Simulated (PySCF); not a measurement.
`COCC[P@](C)(=O)C(F)(F)F`, C5H10F3O2P

Geometry:
```
atom   x (Å)   y (Å)   z (Å)
  C1   2.585   0.862  -0.418
  O2   1.463   0.256   0.183
  C3   1.376  -1.137  -0.009
  C4  -0.053  -1.436   0.400
  P5  -0.981  -0.025  -0.353
  C6  -2.738  -0.466  -0.074
  O7  -0.669   0.311  -1.739
  C8  -0.843   1.467   0.814
  F9  -2.050   2.051   0.937
 F10  -0.025   2.404   0.352
 F11  -0.456   1.157   2.055
 H12   2.510   1.926  -0.206
 H13   3.512   0.462   0.005
 H14   2.577   0.705  -1.501
 H15   1.525  -1.382  -1.070
 H16   2.126  -1.669   0.592
 H17  -0.169  -1.433   1.483
 H18  -0.431  -2.371  -0.012
 H19  -2.943  -1.366  -0.650
 H20  -3.363   0.339  -0.458
 H21  -2.963  -0.638   0.975
```

Level of theory: PySCF, GIAO revPBE/pcSseg-0 magnetisability, rotational g tensor and spin-rotation constants, non-relativistic, gas phase. Geometry: GFN2-xTB.

(1) Give the nuclear spin-rotation constants along the inertial axes (H = +C I·J) beside the isotropic shieldings.

## Answers

(1) Rotational constants 1.2461, 0.9256, 0.7225 GHz. A star marks the isotopologue with that one atom substituted, in its own axes.
```csv
atom,isotope,Caa (kHz),Cbb (kHz),Ccc (kHz),mean (kHz),σ (ppm)
P5,31P,2.236,1.659,0.923,1.606,301.3
F9,19F,1.350,1.471,0.885,1.235,243.5
F10,19F,1.678,1.119,0.905,1.234,248.7
F11,19F,1.554,1.374,0.836,1.255,244.0
H12,1H,-0.102,0.009,-0.075,-0.056,28.9
H13,1H,-0.015,-0.101,-0.052,-0.056,29.8
H14,1H,-0.140,-0.058,-0.008,-0.069,29.5
H15,1H,-0.100,-0.067,-0.023,-0.063,29.2
H16,1H,-0.043,-0.113,-0.022,-0.059,29.4
H17,1H,-0.131,-0.106,0.006,-0.077,30.3
H18,1H,-0.159,0.026,-0.096,-0.076,31.4
H19,1H,-0.147,0.017,-0.101,-0.077,32.0
H20,1H,-0.049,-0.111,-0.048,-0.070,31.3
H21,1H,-0.127,-0.115,-0.007,-0.083,31.8
C1,13C*,0.245,0.192,0.148,0.195,126.3
O2,17O*,-0.080,-0.089,-0.078,-0.082,286.2
C3,13C*,0.319,0.141,0.166,0.209,120.0
C4,13C*,0.175,0.159,0.133,0.156,152.1
C6,13C*,0.156,0.133,0.101,0.130,171.1
O7,17O*,-0.129,-0.012,-0.204,-0.115,234.6
C8,13C*,0.403,0.320,0.236,0.319,40.2
```
For the geometry as given, no vibrational averaging.
